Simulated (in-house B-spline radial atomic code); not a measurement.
**Binding energies in La XII (La11+)**

NIST's tabulated ground configuration is [Kr] 4d10; each binding energy is the energy of the ion with one electron taken from that subshell, relaxed, less that of the parent. Level of theory: Dirac-Hartree-Fock, average of configuration, Fermi nucleus of rms radius 4.855 fm; calculated with a radial B-spline atomic code at the basis-set limit. Energies include first-order Breit, QED and recoil terms.

```
subshell  X-ray name  binding energy (eV)  -ε (eV)  relaxation (eV)
      1s           K              39113.5  39324.6             63.6
      2s          L1                 6459   6506.8             31.7
   2p3/2          L3               5671.2   5715.8             33.8
      3s          M1               1552.4   1566.7             11.4
   3p1/2          M2               1392.6   1407.2             12.0
   3p3/2          M3               1311.4   1324.3             11.3
   3d3/2          M4               1034.7   1048.6             13.1
   3d5/2          M5               1017.9   1031.2             12.8
      4s          N1                459.4    462.2              2.2
   4p1/2          N2                398.5    401.1              2.1
   4p3/2          N3                380.8    383.0              1.9
   4d3/2          N4                278.5    280.2              1.7
   4d5/2          N5                275.4    277.0              1.6
```

Relaxation = -ε minus the binding energy without Breit, QED and recoil terms.

Emission lines follow as differences of binding energies, with λ = 12398.42 eV·Å / E:

```tsv
line	holes	energy (eV)	wavelength (Å)
K-L3	1s → 2p3/2	33442.3	0.37074
K-M3	1s → 3p3/2	37802.1	0.32798
L3-M5	2p3/2 → 3d5/2	4653.3	2.6644
L1-M3	2s → 3p3/2	5147.6	2.4086
L3-M1	2p3/2 → 3s	4118.8	3.0102
```

Q: What screening constant σ does Moseley's law, E = (3/4)·13.6057 eV·(Z - σ)², need for K-L3?

A: σ = -0.25.

Moseley's non-relativistic formula needs a falling, then negative, screening constant for heavy elements, because relativity binds the 1s electron more strongly than the formula allows.

Q: What does it cost to remove both a 3s and a 3p1/2 electron?

A: 3000.7 eV, which is 55.6 eV more than the two single binding energies together.

Q: What does it cost to remove both a 4p1/2 and a 4d5/2 electron?

A: 704.01 eV, which is 30.14 eV more than the two single binding energies together.

Q: What does it cost to remove both a 2p3/2 and a 4d5/2 electron?

A: 5982.9 eV, which is 36.35 eV more than the two single binding energies together.
